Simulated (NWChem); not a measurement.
System: C₂H₆OSi; SMILES [SiH3]CC=O

Input file for NWChem:

```
start job
memory heap 200 mb stack 900 mb global 1100 mb
geometry units angstroms noautoz
  O     -0.421391     2.138591    -0.207348
  C      0.201961     1.303713     0.392397
  C      0.821750     0.091970    -0.226959
  Si    -0.246341    -1.466451     0.001442
  H      0.336441     1.380276     1.504821
  H      1.796738    -0.121296     0.242538
  H      0.955640     0.257597    -1.307641
  H     -1.548592    -1.302211    -0.706121
  H     -0.500057    -1.699029     1.455429
  H      0.489971    -2.637140    -0.560104
end
basis spherical
  * library def2-svp
end
dft
  xc pbe0
  iterations 150
  mulliken
end
task dft energy
```

Output (shortened):

```
             Northwest Computational Chemistry Package (NWChem) 7.3.0
             --------------------------------------------------------

 C1  symmetry detected

                             Geometry "geometry" -> ""
                             -------------------------

 Output coordinates in angstroms (scale by  1.889725989 to convert to a.u.)

  No.       Tag          Charge          X              Y              Z
 ---- ---------------- ---------- -------------- -------------- --------------
    1 O                    8.0000    -0.46645768     2.11156820    -0.21834732
    2 C                    6.0000     0.16000415     1.28617588     0.39120674
    3 C                    6.0000     0.80213986     0.08053383    -0.21719308
    4 Si                  14.0000    -0.24917386    -1.49042437     0.00301414
    5 H                    1.0000     0.28022970     1.36748269     1.50492526
    6 H                    1.0000     1.77402418    -0.11928006     0.26449841
    7 H                    1.0000     0.94685890     0.24482574    -1.29668230
    8 H                    1.0000    -1.54482114    -1.34436451    -0.72047911
    9 H                    1.0000    -0.51732782    -1.72212116     1.45454870
   10 H                    1.0000     0.50826757    -2.65340544    -0.54631228

 Effective nuclear repulsion energy (a.u.)     153.0405089551

                                 NWChem DFT Module
                                 -----------------

 Summary of "ao basis" -> "ao basis" (spherical)
 ------------------------------------------------------------------------------
       Tag                 Description            Shells   Functions and Types
 ---------------- ------------------------------  ------  ---------------------
 O                          def2-svp                 6       14   3s2p1d
 C                          def2-svp                 6       14   3s2p1d
 Si                         def2-svp                 8       18   4s3p1d
 H                          def2-svp                 3        5   2s1p

            General Information
            -------------------
          SCF calculation type: DFT
          Wavefunction type:  closed shell.
          No. of atoms     :    10
          No. of electrons :    40
           Alpha electrons :    20
            Beta electrons :    20
          Charge           :     0
          Spin multiplicity:     1
          Use of symmetry is: off; symmetry adaption is: off
          Maximum number of iterations: 150
          AO basis - number of functions:    90
                     number of shells:    44
          Convergence on energy requested:  1.00D-06
          Convergence on density requested:  1.00D-05
          Convergence on gradient requested:  5.00D-04

              XC Information
              --------------
                         PBE0 Method XC Functional
                     Hartree-Fock (Exact) Exchange  0.250
          PerdewBurkeErnzerhof Exchange Functional  0.750
            Perdew 1991 LDA Correlation Functional  1.000 local
           PerdewBurkeErnz. Correlation Functional  1.000 non-local

             Grid Information
             ----------------
          Grid used for XC integration:  medium
          Radial quadrature: Mura-Knowles
          Angular quadrature: Lebedev.
          Tag              B.-S. Rad. Rad. Pts. Rad. Cut. Ang. Pts.
          ---              ---------- --------- --------- ---------
          O                   0.60       49          12.0       434
          C                   0.70       49          11.0       434
          Si                  1.10       88          10.0       590
          H                   0.35       45          11.0       434
          Grid pruning is: on
          Number of quadrature shells:   505
          Spatial weights used:  Erf1

      Superposition of Atomic Density Guess
      -------------------------------------

 Sum of atomic energies:        -441.67499331

      Non-variational initial energy
      ------------------------------

 Total energy =    -443.581052
 1-e energy   =    -911.068592
 2-e energy   =     314.447032
 HOMO         =      -0.328505
 LUMO         =      -0.019812

     ---------------------------------------------
      Total Density - Mulliken Population Analysis
     ---------------------------------------------

    Atom       Charge   Shell Charges
 -----------   ------   -------------------------------------------------------
    1 O    8     8.72   1.99  1.13  0.68  3.07  1.83  0.01
    2 C    6     5.39   1.99  0.93  0.26  1.55  0.57  0.08
    3 C    6     6.47   1.99  0.98  0.25  2.08  1.17  0.02
    4 Si  14    13.53   2.00  1.99  0.99  0.28  5.94  1.11  1.08  0.13
    5 H    1     0.96   0.69  0.25  0.02
    6 H    1     0.85   0.64  0.18  0.03
    7 H    1     0.87   0.65  0.19  0.02
    8 H    1     1.07   0.70  0.36  0.01
    9 H    1     1.07   0.70  0.37  0.01
   10 H    1     1.06   0.69  0.36  0.01

   convergence    iter        energy       DeltaE   RMS-Dens  Diis-err
 ---------------- ----- ----------------- --------- --------- ---------
 d= 0,ls=0.0,diis     1   -443.9065504477 -5.97D+02  2.37D-02  8.23D-01
 d= 0,ls=0.0,diis     2   -443.6459784706  2.61D-01  1.69D-02  3.59D+00
 d= 0,ls=0.0,diis     3   -444.0116207132 -3.66D-01  1.28D-03  1.38D-02
 d= 0,ls=0.0,diis     4   -444.0127313842 -1.11D-03  5.93D-04  3.99D-03
 d= 0,ls=0.0,diis     5   -444.0131937830 -4.62D-04  1.30D-04  1.78D-04
  Resetting Diis
 d= 0,ls=0.0,diis     6   -444.0132171943 -2.34D-05  3.39D-05  1.08D-05
 d= 0,ls=0.0,diis     7   -444.0132186193 -1.43D-06  2.70D-05  8.84D-07
 d= 0,ls=0.0,diis     8   -444.0132185047  1.15D-07  1.27D-05  2.18D-06
 d= 0,ls=0.0,diis     9   -444.0132187176 -2.13D-07  1.87D-06  7.85D-08

         Total DFT energy =     -444.013218717647
      One electron energy =     -914.198157465326
           Coulomb energy =      359.371326181575
    Exchange-Corr. energy =      -42.226896388965
 Nuclear repulsion energy =      153.040508955070

 Numeric. integr. density =       39.999994065970

                       DFT Final Molecular Orbital Analysis
                       ------------------------------------

 Vector   18  Occ=2.000000D+00  E=-3.610359D-01
              MO Center= -6.6D-01, -1.3D+00,  8.6D-02, r^2= 2.7D+00
   Bfn.  Coefficient  Atom+Function         Bfn.  Coefficient  Atom+Function
  ----- ------------  ---------------      ----- ------------  ---------------
    76      0.336096   8 H  s                81     -0.285146   9 H  s
    52     -0.232719   4 Si pz               77      0.183296   8 H  s
    55     -0.167809   4 Si pz               82     -0.165198   9 H  s
    50     -0.146808   4 Si px               49      0.131082   4 Si pz
    34      0.125852   3 C  pz               66      0.121847   6 H  s

 Vector   19  Occ=2.000000D+00  E=-3.444058D-01
              MO Center=  1.2D-01,  1.6D-01, -8.8D-02, r^2= 3.4D+00
   Bfn.  Coefficient  Atom+Function         Bfn.  Coefficient  Atom+Function
  ----- ------------  ---------------      ----- ------------  ---------------
     4      0.272762   1 O  px               32     -0.267461   3 C  px
    33     -0.234481   3 C  py               51      0.190366   4 Si py
     7      0.185450   1 O  px               35     -0.180457   3 C  px
     5      0.178113   1 O  py               31      0.162801   3 C  s
    36     -0.154884   3 C  py               50      0.145916   4 Si px

 Vector   20  Occ=2.000000D+00  E=-2.704887D-01
              MO Center= -1.5D-01,  1.6D+00,  5.7D-02, r^2= 2.0D+00
   Bfn.  Coefficient  Atom+Function         Bfn.  Coefficient  Atom+Function
  ----- ------------  ---------------      ----- ------------  ---------------
     6      0.477733   1 O  pz                9      0.343157   1 O  pz
    31      0.306339   3 C  s                 5      0.266334   1 O  py
    61     -0.253841   5 H  s                33      0.212844   3 C  py
    62     -0.206415   5 H  s                 8      0.204474   1 O  py
    36      0.181052   3 C  py               20     -0.124501   2 C  pz

 Vector   21  Occ=0.000000D+00  E=-2.432437D-02
              MO Center=  2.9D-02,  1.0D+00,  1.4D-01, r^2= 3.0D+00
   Bfn.  Coefficient  Atom+Function         Bfn.  Coefficient  Atom+Function
  ----- ------------  ---------------      ----- ------------  ---------------
    21      0.434981   2 C  px               18      0.408640   2 C  px
     7     -0.355167   1 O  px               87     -0.341355  10 H  s
     4     -0.335869   1 O  px               53      0.296090   4 Si px
    22      0.293549   2 C  py               45      0.260935   4 Si s
    19      0.233343   2 C  py                8     -0.231054   1 O  py

 Vector   22  Occ=0.000000D+00  E= 3.331125D-02
              MO Center= -5.6D-02, -1.4D+00,  2.5D-02, r^2= 4.6D+00
   Bfn.  Coefficient  Atom+Function         Bfn.  Coefficient  Atom+Function
  ----- ------------  ---------------      ----- ------------  ---------------
    31      1.766638   3 C  s                54     -1.194150   4 Si py
    53     -0.637784   4 Si px               67     -0.561224   6 H  s
    87     -0.484893  10 H  s                72     -0.405512   7 H  s
    36     -0.379717   3 C  py               77     -0.306715   8 H  s
    82     -0.250944   9 H  s                46     -0.221390   4 Si s

 Vector   23  Occ=0.000000D+00  E= 6.087862D-02
              MO Center= -1.6D-01, -1.6D+00,  9.4D-03, r^2= 3.7D+00
   Bfn.  Coefficient  Atom+Function         Bfn.  Coefficient  Atom+Function
  ----- ------------  ---------------      ----- ------------  ---------------
    55      1.346849   4 Si pz               77      1.118564   8 H  s
    82     -1.101596   9 H  s                53      0.740042   4 Si px
    54     -0.365148   4 Si py               52      0.195934   4 Si pz
    76      0.166627   8 H  s                87     -0.164841  10 H  s
    81     -0.162525   9 H  s                35     -0.132636   3 C  px

     ---------------------------------------------
      Total Density - Mulliken Population Analysis
     ---------------------------------------------

    Atom       Charge   Shell Charges
 -----------   ------   -------------------------------------------------------
    1 O    8     8.22   1.99  1.10  0.69  2.81  1.61  0.02
    2 C    6     5.86   1.99  0.94  0.24  1.97  0.63  0.09
    3 C    6     6.33   1.99  0.90  0.25  2.13  1.04  0.02
    4 Si  14    13.64   2.00  1.98  1.04  0.22  5.93  1.31  0.98  0.18
    5 H    1     0.98   0.75  0.21  0.02
    6 H    1     0.91   0.72  0.16  0.02
    7 H    1     0.90   0.72  0.16  0.02
    8 H    1     1.05   0.73  0.31  0.01
    9 H    1     1.06   0.73  0.32  0.01
   10 H    1     1.06   0.73  0.32  0.01

     -------------------------------------------
      Total Density - Lowdin Population Analysis
     -------------------------------------------

    Atom       Charge   Shell Charges
 -----------   ------   -------------------------------------------------------
    1 O    8     8.14   1.97  0.93  0.65  2.68  1.88  0.03
    2 C    6     5.90   1.96  0.62  0.31  1.78  1.02  0.21
    3 C    6     6.26   1.96  0.61  0.33  1.93  1.36  0.06
    4 Si  14    13.55   2.00  1.93  0.66  0.34  5.82  1.32  1.21  0.27
    5 H    1     1.00   0.65  0.29  0.06
    6 H    1     0.95   0.62  0.25  0.07
    7 H    1     0.94   0.62  0.25  0.07
    8 H    1     1.08   0.64  0.42  0.02
    9 H    1     1.09   0.64  0.42  0.02
   10 H    1     1.08   0.64  0.42  0.02

     Multipole analysis of the density
     ---------------------------------

     L   x y z        total         alpha         beta         nuclear
     -   - - -        -----         -----         ----         -------
     0   0 0 0     -0.000000    -20.000000    -20.000000     40.000000

     1   1 0 0      0.608040      0.304020      0.304020     -0.000000
     1   0 1 0     -0.768159     -0.384080     -0.384080      0.000000
     1   0 0 1      0.285336      0.142668      0.142668      0.000000

     2   2 0 0    -24.220399    -36.498311    -36.498311     48.776223
     2   1 1 0      1.753075     -0.845483     -0.845483      3.444040
     2   1 0 1     -0.111239      0.157622      0.157622     -0.426482
     2   0 2 0    -29.124337   -176.136808   -176.136808    323.149279
     2   0 1 1      1.290818     -0.756046     -0.756046      2.802910
     2   0 0 2    -24.037446    -27.253291    -27.253291     30.469137
```

Level: PBE0/def2-SVP. Structure relaxed at the PBE0/def2-SVP level.
